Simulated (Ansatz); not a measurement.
`C[SiH](Cl)C#CO` + `C=CS` → `C=CSC#CO` + `C[SiH2]Cl`  (substitution at a C–Si bond)

Isolated molecules relaxed with PBE0-D4/def2-TZVP in Ansatz; ΔE leaves out vibrations. CCSD(T)/CBS is the MP2 limit (def2-TZVPP, def2-QZVPP) plus CCSD(T) − MP2 in def2-TZVPP, frozen cores. This one scheme is used for every species. Functionals use def2-TZVPP. B3LYP here is the variant with VWN-RPA as its local correlation; programs differ in this. One conformer a species, not always the lowest.

`C[SiH](Cl)C#CO`:

```xyz
11

C     0.776    1.804    0.127
Si   -0.205    0.425    0.887
Cl    0.776   -0.234    2.582
C    -0.393   -0.948   -0.266
C    -0.512   -1.871   -1.037
O    -0.588   -2.826   -1.906
H     1.764    1.448   -0.172
H     0.901    2.623    0.839
H     0.262    2.184   -0.759
H    -1.540    0.881    1.338
H    -1.240   -3.484   -1.633
```

`C=CS`:

Z-matrix (Å, degrees):
```
C
C 1 1.327
H 1 1.082 2 120.2
H 1 1.084 2 122.3 3 -180.0
S 2 1.751 1 123.6 3 179.8
H 2 1.084 1 120.9 3 -0.0
H 5 1.340 2 96.7 1 179.1
```

`C=CSC#CO`:

```xyz
10

C     2.231   -1.264    0.506
C     1.041   -0.683    0.436
S    -0.044   -0.902   -0.928
C    -1.215    0.255   -0.644
C    -2.099    1.069   -0.541
O    -3.101    1.874   -0.362
H     2.621   -1.884   -0.293
H     2.850   -1.133    1.384
H     0.646   -0.058    1.228
H    -2.930    2.725   -0.784
```

`C[SiH2]Cl`:

Cartesian coordinates in Å:
```
C 0.909 -0.035 -0.439
Si -0.791 0.139 0.286
Cl -1.083 -1.311 1.723
H 1.070 0.730 -1.204
H 1.034 -1.016 -0.902
H 1.673 0.082 0.332
H -1.844 -0.043 -0.743
H -0.969 1.455 0.948
```

```tsv
level	ΔE (kJ/mol)	difference from CCSD(T)/CBS
r2SCAN-D4	79.1	-6.9
PBE0-D4	75.4	-10.6
B3LYP-D4	77.6	-8.4
ωB97X-V	80.0	-6.0
ωB97M-V	83.3	-2.7
B2PLYP	80.4	-5.6
PBE	69.7	-16.3
PBE0	74.5	-11.5
HF/def2-TZVPP	88.6	2.6
MP2/def2-TZVPP	85.2	-0.8
SCS-MP2/def2-TZVPP	85.1	-0.9
CCSD/def2-TZVPP	87.4	1.4
MP2/def2-QZVPP	85.4	-0.6
HF/CBS(def2)	88.9	2.9
MP2/CBS(def2)	85.4	-0.6
CCSD/CBS(def2)	87.6	1.6
CCSD(T)/CBS	86.0	0
```

Largest T1 diagnostic among the species: 0.014.

From PBE to PBE0 (25 % exact exchange), in def2-TZVPP and without D4, ΔE moves by +4.9 kJ/mol.
